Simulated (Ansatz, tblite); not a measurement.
Forces on Zr₃O₅ at its PBE0-D4/def2-SVP geometry. The state is a singlet with charge 0.

In the def2 sets Zr takes a core potential; there is no spin–orbit coupling. The xTB rows come from tblite. The structure comes from a short search, and lower isomers may exist.

GFN2-xTB (tblite), largest force 1.09 eV/Å:

```xyz
8
positions Å, forces eV/Å
Zr    1.247    1.253    0.154   -0.060   -0.129   -0.179
Zr   -1.347   -0.251   -1.128    0.223    0.035   -0.039
Zr    0.522   -1.663    0.894   -0.133   -0.302    0.624
O     2.038   -0.659    0.509    0.791    0.745    0.054
O    -0.375   -2.059   -0.683   -0.791   -0.173   -0.728
O    -2.837   -0.086   -0.207   -0.241   -0.066    0.069
O     0.945    2.108    1.662    0.069    0.115    0.222
O    -0.194    1.356   -1.200    0.142   -0.225   -0.023
```

LDA (SPW92)/def2-TZVP (Ansatz), largest force 0.72 eV/Å:

```
Zr 0.052 -0.434 -0.576
Zr 0.665 -0.078 -0.273
Zr -0.050 0.249 -0.192
O -0.228 -0.029 0.002
O 0.081 0.150 0.155
O -0.245 0.077 0.288
O -0.171 0.119 0.324
O -0.103 -0.054 0.273
```

r2SCAN-D4/def2-TZVP (Ansatz), largest force 0.60 eV/Å:

```
Zr 0.258 -0.253 -0.482
Zr 0.419 -0.160 -0.403
Zr -0.139 -0.062 0.354
O 0.249 0.043 -0.065
O -0.057 -0.134 -0.216
O -0.474 0.084 0.354
O -0.157 0.268 0.511
O -0.098 0.213 -0.052
```
